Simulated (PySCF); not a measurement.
Calculation: PBE-D3(BJ)/def2-TZVP // B3LYP-D3(BJ)/def2-TZVP run with PySCF. Isolated molecules, 0 K electronic values unless said otherwise. 

Reference species (SMILES): `[F][GaH]` (neutral, multiplicity 2).

The dipole moment is 2.09 D.

Changed species: `[F][Ga][F]` (radical fragment; the reference has radical fragment).

**Question.** Predict the effect on the dipole moment.

**Answer.** the dipole moment increases by 0.13 D, to 2.22 D.
